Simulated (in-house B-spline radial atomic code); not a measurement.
Inner-shell binding energies (edges) and X-ray emission energies of free atoms and ions, as differences of relaxed hole-state energies with first-order Breit, QED and recoil terms, without correlation or multiplet splittings, in NIST's listed ground configurations. For neutral atoms such line energies lie within some 1 to 5 eV of tabulated X-ray lines (up to 20 eV for the heaviest). K = 1s, L1 = 2s, L2 = 2p1/2, L3 = 2p3/2, M3 = 3p3/2. A dash marks a subshell that is part filled or wasn't run, or a line left out. Computed with an all-electron radial atomic-structure program (B-spline basis): Dirac-Hartree-Fock, average of the configuration, finite nuclei.

| ion | configuration | K edge (eV) | L1 edge (eV) | L3 edge (eV) | K-L3 (eV) | K-L2 (eV) | K-M3 (eV) |
| --- | --- | --- | --- | --- | --- | --- | --- |
| Gd3+ | [Xe] 4f7 | 50275.4 | 8420.31 | 7281.96 | 42993.4 | 42305.7 | 48687.9 |
| Tb3+ | [Xe] 4f8 | 52031.7 | 8751.86 | 7552.74 | 44479 | 43741.1 | 50379.6 |
| Dy3+ | [Xe] 4f9 | 53823.4 | 9091.24 | 7828.44 | 45995 | 45204 | 52105.6 |
| Ho3+ | [Xe] 4f10 | 55652.6 | 9438.85 | 8109.06 | 47543.5 | 46696.4 | 53867.8 |
| Er3+ | [Xe] 4f11 | 57518.7 | 9794.7 | 8394.64 | 49124 | 48217.7 | 55665.8 |
| Tm3+ | [Xe] 4f12 | 59423 | 10159 | 8685.17 | 50737.8 | 49768.8 | 57500.8 |
| Yb3+ | [Xe] 4f13 | 61365 | 10531.9 | 8980.69 | 52384.3 | 51349.2 | 59372.3 |
| Lu3+ | [Xe] 4f14 | 63346.1 | 10913.6 | 9281.2 | 54064.9 | 52960 | 61281.6 |
| Hf3+ | [Xe] 4f14 5d1 | 65376.5 | 11314.5 | 9596.76 | 55779.8 | 54601.4 | 63227.7 |
| Ta3+ | [Xe] 4f14 5d2 | 67447.6 | 11725.3 | 9918.11 | 57529.5 | 56273.6 | 65212.3 |
| W3+ | [Xe] 4f14 5d3 | 69560.1 | 12146.2 | 10245.2 | 59314.8 | 57977.4 | 67236.2 |
| Re3+ | [Xe] 4f14 5d4 | 71714.6 | 12577.4 | 10578 | 61136.6 | 59713.2 | 69300.2 |
| Os3+ | [Xe] 4f14 5d5 | 73911.5 | 13018.9 | 10916.6 | 62995 | 61481 | 71404.5 |
| Ir3+ | [Xe] 4f14 5d6 | 76152.3 | 13471.1 | 11260.8 | 64891.6 | 63282.4 | 73550.8 |
| Pt3+ | [Xe] 4f14 5d7 | 78436.9 | 13934.2 | 11610.7 | 66826.2 | 65116.9 | 75738.8 |
| Au3+ | [Xe] 4f14 5d8 | 80766.5 | 14408.3 | 11966.2 | 68800.3 | 66985.5 | 77969.9 |
| Hg3+ | [Xe] 4f14 5d9 | 83141.5 | 14893.7 | 12327.5 | 70814 | 68888.4 | 80244.5 |
| Tl3+ | [Xe] 4f14 5d10 | 85563.3 | 15390.7 | 12694.4 | 72868.8 | 70826.8 | 82563.8 |
